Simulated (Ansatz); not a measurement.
`CN[SiH2][AsH2]` + H₂O → `O[SiH2][AsH2]` + CH₃NH₂ at 298.15 K and 1 bar (formal hydrolysis of the Si–N bond).

Isolated molecules relaxed with PBE0-D4/def2-TZVP in Ansatz; ΔE leaves out vibrations. CBS: MP2 limit from def2 TZ/QZ plus the TZ coupled-cluster correction, frozen cores. This one scheme is used for every species. For As outer-core shells are correlated without core-valence functions, which leaves a few kJ/mol of doubt a bond. Scalar relativity is left out up to krypton. Each species was taken in one conformer, which may not be the lowest.

```tsv
species	CCSD(T)/CBS energy (Eh)	H − E (kJ/mol)	S (J/(mol·K))
`CN[SiH2][AsH2]`	-2621.67009	252.4	367.4
H₂O	-76.37941	66.4	188.7
`O[SiH2][AsH2]`	-2602.30953	141.2	326.3
CH₃NH₂	-95.75281	180.0	240.4
```

H − E and S are ideal-gas, rigid-rotor, harmonic terms from PBE0-D4/def2-TZVP, for one conformer and one mirror image of each species. 1 Eh = 2625.50 kJ/mol, R = 8.31446 J/(mol·K).

Q: By hand: ΔE, ΔH, ΔS and ΔG.

A: ΔE = (-2602.30953) + (-95.75281) − (-2621.67009) − (-76.37941) = -0.01284 Eh = -33.7 kJ/mol. Δ(H − E) = 141.2 + 180.0 − 252.4 − 66.4 = 2.4, so ΔH = -31.3 kJ/mol. ΔS = 326.3 + 240.4 − 367.4 − 188.7 = 10.6 J/(mol·K). ΔG = -31.3 − 298.15 × (10.6)/1000 = -34.5 kJ/mol.

Q: By hand: the equilibrium constant, and the temperature at which ΔG would vanish if ΔH and ΔS stayed fixed.

A: log₁₀ K = −ΔG/(RT ln 10) = 6.0. ΔH and −TΔS have one sign here, so there is no such temperature.

The number of gas molecules stays the same, so ΔS is small and ΔH decides. A doubt of 5 kJ/mol in ΔE shifts log₁₀ K by 0.9 here. Other conformers and mirror images would add mixing entropy, several J/(mol·K) or more a flexible species. These are equilibria of isolated gas molecules and say nothing of rates. Largest T1 diagnostic: 0.011 (customary marks: 0.02 for closed shells, 0.045 for open ones).

ΔS is within the doubt of such terms, so its sign, and with it that verdict, could turn.
